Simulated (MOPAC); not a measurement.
MOPAC input (AM1):

```
AM1 PRECISE GNORM=0.05 LET XYZ UHF MS=0.5 GEO-OK AUX(PRECISION=9) THREADS=1
C3H6F

C     1.63556800 1    0.05486500 1    0.11520200 1
C     0.46822100 1   -0.75087000 1   -0.32285800 1
C    -0.84603100 1   -0.30944500 1    0.29343800 1
F    -1.13290000 1    1.00676000 1   -0.08397100 1
H     1.52258100 1    1.11061900 1    0.31659200 1
H     2.63305000 1   -0.35995600 1    0.09317300 1
H     0.35432200 1   -0.70670800 1   -1.41792600 1
H     0.61564500 1   -1.81003900 1   -0.08488500 1
H    -0.80191200 1   -0.32928800 1    1.38458100 1
H    -1.67413700 1   -0.93276600 1   -0.05049400 1
```

Output:

```
 *******************************************************************************
 **                                                                           **
 **                              MOPAC v23.2.5                                **
 **                                                                           **
 *******************************************************************************
 ** MOPAC's Digital Object Identifier: https://doi.org/10.5281/zenodo.6511958 **
 **                                                                           **
 ** Please cite the open-source release paper for use of this MOPAC version:  **
 ** J. E. Moussa and J. J. P. Stewart (2026)                                  **
 ** MOPAC: An open-source semiempirical molecular orbital program             **
 ** J. Open Source Softw., 11(119), 8025, https://doi.org/10.21105/joss.08025 **
 *******************************************************************************

                              AM1 CALCULATION RESULTS

 *******************************************************************************
 *  AM1        - The AM1 Hamiltonian to be used
 *  GEO-OK     - OVERRIDE INTERATOMIC DISTANCE AND OTHER SAFETY CHECKS
 *  UHF        - UNRESTRICTED HARTREE-FOCK CALCULATION
 *  MS=        - IN MECI, MAGNETIC COMPONENT OF SPIN =  0.5
 *  LET        - OVERRIDE SOME SAFETY CHECKS
 *  PRECISE    - TIGHTER CRITERIA TO BE USED
 *  XYZ        - CARTESIAN COORDINATE SYSTEM TO BE USED
 *  GNORM      - EXIT WHEN GRADIENT NORM DROPS BELOW 0.050
 *  AUX        - OUTPUT AUXILIARY INFORMATION
 *******************************************************************************
AM1 PRECISE GNORM=0.05 LET XYZ UHF MS=0.5 GEO-OK AUX(PRECISION=9) THREADS=1
 C3H6F

   ATOM   CHEMICAL          X               Y               Z
  NUMBER   SYMBOL      (ANGSTROMS)     (ANGSTROMS)     (ANGSTROMS)

     1       C          1.63556800  *   0.05486500  *   0.11520200  *
     2       C          0.46822100  *  -0.75087000  *  -0.32285800  *
     3       C         -0.84603100  *  -0.30944500  *   0.29343800  *
     4       F         -1.13290000  *   1.00676000  *  -0.08397100  *
     5       H          1.52258100  *   1.11061900  *   0.31659200  *
     6       H          2.63305000  *  -0.35995600  *   0.09317300  *
     7       H          0.35432200  *  -0.70670800  *  -1.41792600  *
     8       H          0.61564500  *  -1.81003900  *  -0.08488500  *
     9       H         -0.80191200  *  -0.32928800  *   1.38458100  *
    10       H         -1.67413700  *  -0.93276600  *  -0.05049400  *

          CARTESIAN COORDINATES

    NO.       ATOM           X           Y           Z

     1         C          1.6356      0.0549      0.1152
     2         C          0.4682     -0.7509     -0.3229
     3         C         -0.8460     -0.3094      0.2934
     4         F         -1.1329      1.0068     -0.0840
     5         H          1.5226      1.1106      0.3166
     6         H          2.6330     -0.3600      0.0932
     7         H          0.3543     -0.7067     -1.4179
     8         H          0.6156     -1.8100     -0.0849
     9         H         -0.8019     -0.3293      1.3846
    10         H         -1.6741     -0.9328     -0.0505

  H: (AM1): M.J.S. DEWAR ET AL, J. AM. CHEM. SOC. 107 3902-3909 (1985)
  C: (AM1): M.J.S. DEWAR ET AL, J. AM. CHEM. SOC. 107 3902-3909 (1985)
  F: (AM1): M.J.S. DEWAR AND E. G. ZOEBISCH, THEOCHEM, 180, 1 (1988).

           Empirical Formula: C3 H6 F  =    10 atoms

      MOLECULAR POINT GROUP   :   C1

          UHF CALCULATION, NO. OF ALPHA ELECTRONS =   13
                           NO. OF BETA  ELECTRONS =   12

          Geometry optimization using EF

          DIAGONAL MATRIX USED AS START HESSIAN

 CYCLE:     1  GRAD.:    81.207 HEAT: -36.70057
 CYCLE:     2  GRAD.:   380.817 HEAT: -13.86278
 CYCLE:     3  GRAD.:   159.652 HEAT: -28.43479
 CYCLE:     4  GRAD.:   153.629 HEAT: -31.78518
 CYCLE:     5  GRAD.:   189.813 HEAT: -28.08903
 CYCLE:     6  GRAD.:   171.815 HEAT: -31.63172
 CYCLE:     7  GRAD.:   237.368 HEAT: -22.60407
 CYCLE:     8  GRAD.:   172.864 HEAT: -30.08982
 CYCLE:     9  GRAD.:   184.379 HEAT: -29.57020
 CYCLE:    10  GRAD.:   194.511 HEAT: -28.01848
 CYCLE:    11  GRAD.:   200.342 HEAT: -27.32645
 CYCLE:    12  GRAD.:   145.625 HEAT: -30.43104
 CYCLE:    13  GRAD.:   179.853 HEAT: -31.19316
 CYCLE:    14  GRAD.:   243.771 HEAT: -23.23532
 CYCLE:    15  GRAD.:   147.101 HEAT: -31.92941
 CYCLE:    16  GRAD.:    72.392 HEAT: -37.74179
 CYCLE:    17  GRAD.:    76.823 HEAT: -37.28058
 CYCLE:    18  GRAD.:    77.053 HEAT: -36.90103
 CYCLE:    19  GRAD.:    56.846 HEAT: -38.40018
 CYCLE:    20  GRAD.:    24.121 HEAT: -39.17048
 CYCLE:    21  GRAD.:     5.119 HEAT: -39.33716
 CYCLE:    22  GRAD.:     2.148 HEAT: -39.34755
 CYCLE:    23  GRAD.:     1.124 HEAT: -39.35130
 CYCLE:    24  GRAD.:     0.754 HEAT: -39.35355
 CYCLE:    25  GRAD.:     2.295 HEAT: -39.36354
 CYCLE:    26  GRAD.:     3.579 HEAT: -39.37850
 CYCLE:    27  GRAD.:     3.625 HEAT: -39.39405
 CYCLE:    28  GRAD.:     1.285 HEAT: -39.40532
 CYCLE:    29  GRAD.:     1.907 HEAT: -39.41811
 CYCLE:    30  GRAD.:     4.506 HEAT: -39.43510
 CYCLE:    31  GRAD.:     3.597 HEAT: -39.44872
 CYCLE:    32  GRAD.:     2.767 HEAT: -39.45530
 CYCLE:    33  GRAD.:     0.910 HEAT: -39.45716
 CYCLE:    34  GRAD.:     0.776 HEAT: -39.45853
 CYCLE:    35  GRAD.:     0.740 HEAT: -39.45904
 CYCLE:    36  GRAD.:     0.830 HEAT: -39.45988
 CYCLE:    37  GRAD.:     0.399 HEAT: -39.46027
 CYCLE:    38  GRAD.:     0.161 HEAT: -39.46054
 CYCLE:    39  GRAD.:     0.187 HEAT: -39.46066
 CYCLE:    40  GRAD.:     0.162 HEAT: -39.46075
 CYCLE:    41  GRAD.:     0.133 HEAT: -39.46081
 CYCLE:    42  GRAD.:     0.826 HEAT: -39.46091
 CYCLE:    43  GRAD.:     0.413 HEAT: -39.46118
 CYCLE:    44  GRAD.:     0.200 HEAT: -39.46147
 CYCLE:    45  GRAD.:     0.343 HEAT: -39.46177
 CYCLE:    46  GRAD.:     0.521 HEAT: -39.46179
 CYCLE:    47  GRAD.:     0.251 HEAT: -39.46220
 CYCLE:    48  GRAD.:     0.119 HEAT: -39.46224
 CYCLE:    49  GRAD.:     0.075 HEAT: -39.46228
 CYCLE:    50  GRAD.:     0.084 HEAT: -39.46230
 CYCLE:    51  GRAD.:     0.049 HEAT: -39.46230

     GRADIENT =  0.04924 IS LESS THAN CUTOFF =  0.05000

 -------------------------------------------------------------------------------
 AM1 PRECISE GNORM=0.05 LET XYZ UHF MS=0.5 GEO-OK AUX(PRECISION=9) THREADS=1
 C3H6F

     GEOMETRY OPTIMISED USING EIGENVECTOR FOLLOWING (EF).
     SCF FIELD WAS ACHIEVED

                              AM1 CALCULATION
                                                       MOPAC v23.2.5 Linux

          FINAL HEAT OF FORMATION =        -39.46230 KCAL/MOL =    -165.11025 KJ/MOL

          COSMO AREA              =        102.33 SQUARE ANGSTROMS
          COSMO VOLUME            =         86.65 CUBIC ANGSTROMS

          GRADIENT NORM           =          0.04924          =       0.01557 PER ATOM
          IONIZATION POTENTIAL    =          9.412817 EV
          ALPHA SOMO LUMO (EV)    =         -9.413  3.437
          BETA  SOMO LUMO (EV)    =        -11.687  1.108
          NO. OF ALPHA ELECTRONS  =         13
          NO. OF BETA  ELECTRONS  =         12
          MOLECULAR WEIGHT        =         61.0788         POINT GROUP:  C1

          MOLECULAR DIMENSIONS (Angstroms)

            Atom       Atom       Distance
            H    10    H     6     4.34766
            H     8    F     4     3.05696
            H     7    H     9     2.85050

          SCF CALCULATIONS        =         52

   ATOM   CHEMICAL          X               Y               Z
  NUMBER   SYMBOL      (ANGSTROMS)     (ANGSTROMS)     (ANGSTROMS)

     1       C          1.64653305  *   0.01494422  *   0.12179272  *
     2       C          0.47986363  *  -0.73638819  *  -0.32770876  *
     3       C         -0.82695588  *  -0.25589828  *   0.30390666  *
     4       F         -1.20610890  *   0.99154334  *  -0.15288136  *
     5       H          1.52958010  *   0.95585713  *   0.65940187  *
     6       H          2.64890478  *  -0.34418569  *  -0.11092131  *
     7       H          0.40033712  *  -0.65283173  *  -1.44819533  *
     8       H          0.60559418  *  -1.82620546  *  -0.08198237  *
     9       H         -0.71307333  *  -0.20587076  *   1.42226278  *
    10       H         -1.64784248  *  -0.98586703  *   0.05751141  *

                             CARTESIAN COORDINATES

   1    C        1.646533051     0.014944219     0.121792721
   2    C        0.479863631    -0.736388195    -0.327708757
   3    C       -0.826955883    -0.255898275     0.303906659
   4    F       -1.206108896     0.991543340    -0.152881359
   5    H        1.529580099     0.955857128     0.659401873
   6    H        2.648904780    -0.344185693    -0.110921315
   7    H        0.400337124    -0.652831733    -1.448195332
   8    H        0.605594175    -1.826205462    -0.081982367
   9    H       -0.713073330    -0.205870762     1.422262783
  10    H       -1.647842479    -0.985867030     0.057511415

           Empirical Formula: C3 H6 F  =    10 atoms

      MOLECULAR POINT GROUP   :   C1

          ALPHA EIGENVALUES
 -48.70177 -34.65819 -27.13943 -22.10595 -17.07141 -17.01187 -16.07877 -14.29088
 -14.00094 -13.28936 -11.79237 -11.74153  -9.41282   3.43656   3.63894   3.77710
   3.85659   4.11417   4.45787   4.89100   4.94453   5.09014

           BETA EIGENVALUES
 -48.70054 -34.22557 -26.41742 -21.60505 -17.01996 -16.95391 -16.01001 -14.09387
 -13.67826 -13.04689 -11.74997 -11.68674   1.10845   3.51415   3.68328   3.87889
   3.93002   4.45275   4.86760   5.06130   5.24945   5.40679

              NET ATOMIC CHARGES AND DIPOLE CONTRIBUTIONS

  ATOM NO.   TYPE          CHARGE      No. of ELECS.   s-Pop       p-Pop
    1          C          -0.272614        4.2726     1.28351     2.98910
    2          C          -0.168388        4.1684     1.21174     2.95665
    3          C           0.010874        3.9891     1.22540     2.76372
    4          F          -0.175861        7.1759     1.92348     5.25238
    5          H           0.122050        0.8780     0.87795
    6          H           0.115788        0.8842     0.88421
    7          H           0.107633        0.8924     0.89237
    8          H           0.099026        0.9010     0.90097
    9          H           0.083232        0.9168     0.91677
   10          H           0.078261        0.9217     0.92174
 DIPOLE           X         Y         Z       TOTAL
 POINT-CHG.     0.392    -1.565     0.378     1.657
 HYBRID         0.030    -0.023    -0.029     0.048
 SUM            0.422    -1.588     0.349     1.680

          ATOMIC ORBITAL ELECTRON POPULATIONS

     Atom    s        px        py        pz
    1  C   1.28351   0.96766   1.00175   1.01969
    2  C   1.21174   0.93908   1.00150   1.01607
    3  C   1.22540   0.96041   0.81659   0.98672
    4  F   1.92348   1.91915   1.42730   1.90592
    5  H   0.87795
    6  H   0.88421
    7  H   0.89237
    8  H   0.90097
    9  H   0.91677
   10  H   0.92174

                    (SZ)    =    0.500000
                    (S**2)  =    0.761974

          ATOMIC ORBITAL SPIN POPULATIONS

    Atom   Total    s     px     py     pz
         Atomic
    1  C  1.1187  0.062  0.053  0.282  0.721
    2  C -0.1009 -0.011 -0.031 -0.029 -0.030
    3  C  0.0105  0.002  0.005  0.001  0.002
    4  F -0.0003  0.000  0.000 -0.001 -0.000
    5  H -0.0578 -0.058
    6  H -0.0583 -0.058
    7  H  0.0550  0.055
    8  H  0.0367  0.037
    9  H -0.0014 -0.001
   10  H -0.0022 -0.002

 **********************
 *                    *
 * JOB ENDED NORMALLY *
 *                    *
 **********************

 == MOPAC DONE ==
```

The geometry given is a B3LYP-D3(BJ)/def2-TZVP minimum.
